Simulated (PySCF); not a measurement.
From computed data to an observable: entropy of an ideal gas

C2H6Se, SMILES C[Se]C.

Coordinates come from a PBE0-D3(BJ)/def2-SVP optimisation.

PBE0-D3(BJ)/def2-SVP (PySCF 2.14.0) gives the harmonic wavenumbers 155, 159, 219, 618, 632, 855, 893, 925, 976, 1286, 1309, 1431, 1439, 1445, 1452, 3062, 3066, 3175, 3182, 3190, 3191 cm⁻¹ and the rotational temperatures 0.5497, 0.3297, 0.2182 K. The molar mass is 109.04 g/mol, the symmetry number 2, the spin multiplicity 1.

Work out the entropy at 298.15 K and 1 atm in the rigid-rotor, harmonic-oscillator model.


Translation (Sackur–Tetrode at 1 atm): S = R[1.5 ln M + 2.5 ln T − 1.16487] = 167.3 J/(mol K).
Rotation: q = (√π/σ) T^1.5/√(θA θB θC) = 22900, S = R[ln q + 3/2] = 96.0 J/(mol K).
Vibration: with u = 1.4388 ν/T, each mode gives R[u/(e^u − 1) − ln(1 − e^−u)]:
```
ν (cm⁻¹)  modes     u  S (J/(mol K))
--------  -----  ----  -------------
155           1  0.75          10.92
159           1  0.77          10.72
219           1  1.06           8.23
618           1  2.98           1.76
632           1  3.05           1.66
855           1  4.13           0.70
893           1  4.31           0.60
925           1  4.46           0.53
976           1  4.71           0.43
1286          1  6.21           0.12
1309          1  6.32           0.11
1431          1  6.91           0.07
1439          1  6.94           0.06
1445          1  6.97           0.06
1452          1  7.01           0.06
```
The stiffer modes add less than 0.005 each. Sum 36.0 J/(mol K).
Spin: R ln 1 = 0.0 J/(mol K).
Total 299.2 J/(mol K); the program's own thermochemistry gives 299.2. Translation makes up 56 % and vibration 12 %. Anharmonicity, hindered rotation and orbital degeneracy are left out.
